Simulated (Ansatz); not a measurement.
Steps of a relaxation of C2H4BFOSe, SMILES `B[C@@H]1O[C@@]1(F)[SeH]` with RKS PBE-D4/def2-SVP.

```sh
$ ansatz run in.yaml --threads 4 --pin off --events-out ev --progress --plain --max-ram 10444MiB
```

```yaml
crystal:
  periodic: [false, false, false]
  atoms:
    - {symbol: B, position_ang: [0.140900, -1.731300, 0.552900]}
    - {symbol: C, position_ang: [0.461000, -0.145200, 0.456400]}
    - {symbol: O, position_ang: [-0.506100, 0.630500, 1.162700]}
    - {symbol: C, position_ang: [-0.419100, 0.769400, -0.226800]}
    - {symbol: F, position_ang: [-1.647600, 0.219300, -0.785100]}
    - {symbol: Se, position_ang: [0.136900, 2.521500, -0.800800]}
    - {symbol: H, position_ang: [0.116900, -2.235100, 1.589800]}
    - {symbol: H, position_ang: [-0.113700, -2.274000, -0.450400]}
    - {symbol: H, position_ang: [1.501100, 0.234700, 0.689300]}
    - {symbol: H, position_ang: [0.412700, 1.959100, -2.185000]}
basis:
  gaussian: {orbitals: def2-SVP}
hamiltonian: {xc: pbe, dispersion: d4}
relax: {f_tol: 0.03, max_steps: 200}
```

Positions (Å) and forces (eV/Å) along the path, 13 of 16 steps:

```xyz
10
step=1 energy=-72894.3546 eV
B     0.141   -1.731    0.553    0.180    2.237   -0.883
C     0.461   -0.145    0.456    1.736   -2.026    0.571
O    -0.506    0.630    1.163   -0.612    1.060    0.414
C    -0.419    0.769   -0.227   -2.808   -0.385    0.304
F    -1.648    0.219   -0.785    2.100    0.865    0.043
Se    0.137    2.522   -0.801   -0.162   -0.254   -0.971
H     0.117   -2.235    1.590    0.061   -0.713    1.393
H    -0.114   -2.274   -0.450   -0.180   -0.790   -0.860
H     1.501    0.235    0.689   -0.294   -0.417   -0.489
H     0.413    1.959   -2.185   -0.023    0.423    0.478
10
step=2 energy=-72894.6748 eV
B     0.062   -1.718    0.562    0.811    0.657   -0.232
C     0.435   -0.164    0.515    0.737   -0.765   -0.261
O    -0.511    0.680    1.226   -0.388    0.715   -0.090
C    -0.433    0.794   -0.161   -1.303   -0.871   -0.515
F    -1.544    0.220   -0.849    1.060    0.686    0.655
Se    0.086    2.528   -0.854   -0.003    0.243    0.000
H     0.162   -2.266    1.625   -0.265   -0.170    0.308
H    -0.096   -2.339   -0.459   -0.194   -0.101   -0.105
H     1.509    0.152    0.635   -0.359   -0.262    0.028
H     0.413    2.062   -2.236   -0.096   -0.132    0.211
10
step=3 energy=-72894.7648 eV
B     0.125   -1.713    0.548   -0.270    0.043    0.263
C     0.459   -0.167    0.508    0.558   -0.182   -0.266
O    -0.501    0.697    1.213   -0.152    0.101   -0.016
C    -0.423    0.788   -0.170   -0.722   -0.501   -0.249
F    -1.502    0.228   -0.861    0.535    0.364    0.407
Se    0.053    2.546   -0.842    0.079    0.093   -0.021
H     0.082   -2.257    1.649    0.025    0.081   -0.285
H    -0.109   -2.347   -0.468    0.173    0.055    0.110
H     1.529    0.141    0.627   -0.194   -0.052    0.052
H     0.370    2.033   -2.201   -0.033   -0.003    0.006
10
step=4 energy=-72894.7172 eV rejected
B     0.098   -1.697    0.530    0.485    0.008    0.097
C     0.539   -0.180    0.464   -1.066   -0.097    0.683
O    -0.476    0.689    1.230    0.107   -0.475   -0.502
C    -0.434    0.733   -0.149    0.460    1.096    0.146
F    -1.524    0.252   -0.803    0.035   -0.334    0.001
Se    0.125    2.501   -0.838   -0.124   -0.014   -0.006
H    -0.071   -2.219    1.614   -0.125    0.026   -0.036
H     0.011   -2.347   -0.493   -0.052   -0.007    0.005
H     1.547    0.205    0.682    0.297   -0.190   -0.379
H     0.268    2.012   -2.234   -0.016   -0.011   -0.008
10
step=5 energy=-72894.8010 eV
B     0.110   -1.707    0.553    0.045   -0.043    0.008
C     0.484   -0.178    0.490   -0.095    0.022    0.073
O    -0.494    0.692    1.213    0.047   -0.062    0.020
C    -0.426    0.774   -0.163   -0.005    0.054   -0.056
F    -1.493    0.249   -0.839   -0.048   -0.021    0.002
Se    0.077    2.542   -0.836    0.038   -0.003   -0.019
H     0.005   -2.243    1.642   -0.049    0.053   -0.088
H    -0.034   -2.357   -0.468    0.059    0.026    0.075
H     1.537    0.145    0.622    0.033   -0.045   -0.021
H     0.317    2.031   -2.211   -0.024    0.020    0.006
10
step=6 energy=-72894.8131 eV
B     0.111   -1.710    0.552    0.036    0.025   -0.025
C     0.492   -0.184    0.480   -0.092   -0.050    0.123
O    -0.475    0.682    1.218    0.085    0.039   -0.038
C    -0.421    0.775   -0.159    0.010    0.003    0.022
F    -1.492    0.254   -0.830   -0.086   -0.005   -0.023
Se    0.086    2.546   -0.825    0.013   -0.020   -0.015
H    -0.084   -2.209    1.645   -0.042    0.020   -0.079
H     0.039   -2.386   -0.458    0.074    0.003    0.048
H     1.550    0.133    0.593    0.023   -0.036   -0.010
H     0.277    2.048   -2.212   -0.020    0.021   -0.003
10
step=7 energy=-72894.8371 eV
B     0.106   -1.714    0.547    0.060   -0.155    0.029
C     0.498   -0.193    0.479   -0.054   -0.099    0.085
O    -0.440    0.690    1.228    0.119    0.106   -0.099
C    -0.412    0.779   -0.150   -0.040   -0.004    0.101
F    -1.501    0.266   -0.803   -0.060    0.016    0.001
Se    0.097    2.547   -0.819    0.014   -0.052   -0.055
H    -0.227   -2.171    1.637   -0.015    0.060   -0.323
H     0.178   -2.429   -0.447    0.052    0.131    0.230
H     1.568    0.104    0.552   -0.052   -0.028    0.006
H     0.216    2.070   -2.223   -0.023    0.025    0.024
10
step=8 energy=-72894.8713 eV
B     0.119   -1.717    0.545   -0.206   -0.219    0.006
C     0.512   -0.200    0.485    0.093   -0.221    0.144
O    -0.391    0.707    1.246    0.121    0.109   -0.170
C    -0.404    0.778   -0.131   -0.157    0.037    0.124
F    -1.521    0.274   -0.751    0.054    0.057    0.047
Se    0.112    2.535   -0.822    0.003   -0.088   -0.162
H    -0.412   -2.138    1.583    0.189    0.081   -0.529
H     0.332   -2.451   -0.427    0.043    0.214    0.429
H     1.588    0.085    0.519   -0.111   -0.004   -0.021
H     0.148    2.078   -2.244   -0.028    0.034    0.132
10
step=9 energy=-72894.9333 eV
B     0.113   -1.715    0.528   -0.033    0.013    0.018
C     0.525   -0.206    0.502    0.030   -0.154   -0.007
O    -0.344    0.723    1.275   -0.003    0.115   -0.166
C    -0.404    0.789   -0.095    0.099   -0.053    0.151
F    -1.535    0.303   -0.695   -0.032    0.040    0.097
Se    0.145    2.515   -0.840   -0.034   -0.087   -0.136
H    -0.571   -2.115    1.464    0.092   -0.007   -0.330
H     0.485   -2.456   -0.378   -0.004    0.126    0.270
H     1.599    0.086    0.491   -0.107   -0.045   -0.013
H     0.069    2.026   -2.248   -0.007    0.053    0.118
10
step=10 energy=-72894.9847 eV
B     0.117   -1.704    0.518   -0.111   -0.372    0.003
C     0.527   -0.220    0.499    0.167    0.104    0.092
O    -0.300    0.735    1.295    0.007    0.110   -0.109
C    -0.404    0.793   -0.064   -0.166    0.105   -0.003
F    -1.573    0.345   -0.618   -0.005    0.001    0.066
Se    0.165    2.491   -0.856    0.019   -0.001   -0.052
H    -0.711   -2.095    1.323    0.050   -0.016   -0.189
H     0.646   -2.461   -0.282   -0.028    0.047    0.139
H     1.593    0.067    0.444    0.085    0.019   -0.008
H     0.023    1.999   -2.254   -0.018    0.003    0.062
10
step=14 energy=-72895.0221 eV
B     0.122   -1.710    0.504    0.052    0.006   -0.051
C     0.561   -0.228    0.499    0.028   -0.012   -0.016
O    -0.228    0.756    1.306   -0.012    0.000    0.034
C    -0.396    0.808   -0.036    0.001    0.021    0.093
F    -1.604    0.399   -0.519    0.008   -0.006   -0.022
Se    0.201    2.470   -0.880   -0.027   -0.051   -0.094
H    -0.908   -2.057    1.033   -0.055   -0.016    0.036
H     0.828   -2.516   -0.072   -0.002   -0.005    0.002
H     1.625    0.063    0.411   -0.017    0.007    0.002
H    -0.117    1.963   -2.242    0.024    0.056    0.017
10
step=15 energy=-72895.0231 eV
B     0.123   -1.710    0.502   -0.012   -0.005    0.004
C     0.560   -0.227    0.503    0.021   -0.020   -0.011
O    -0.230    0.756    1.311   -0.011    0.011   -0.021
C    -0.398    0.808   -0.031    0.006   -0.008    0.031
F    -1.605    0.396   -0.516    0.006    0.004   -0.002
Se    0.199    2.467   -0.886   -0.008   -0.006   -0.014
H    -0.905   -2.061    1.042    0.017    0.007   -0.009
H     0.825   -2.514   -0.083   -0.009    0.006    0.005
H     1.623    0.066    0.414   -0.012    0.006    0.003
H    -0.108    1.969   -2.252    0.002    0.004    0.014
10
step=16 energy=-72895.0231 eV
B     0.123   -1.710    0.503   -0.005    0.003   -0.006
C     0.561   -0.227    0.503    0.017   -0.017   -0.007
O    -0.230    0.755    1.311   -0.007    0.011   -0.007
C    -0.398    0.807   -0.031    0.005   -0.005    0.019
F    -1.604    0.395   -0.517   -0.001    0.000   -0.004
Se    0.199    2.467   -0.886   -0.001    0.002   -0.005
H    -0.905   -2.060    1.041    0.000    0.001    0.002
H     0.823   -2.515   -0.082   -0.001    0.000    0.002
H     1.624    0.066    0.415   -0.007    0.005    0.002
H    -0.110    1.971   -2.252    0.000    0.000    0.005
```

Run time 30 s (4 threads of an Arm Neoverse V1 on a shared host); peak host memory 0.19 GiB.
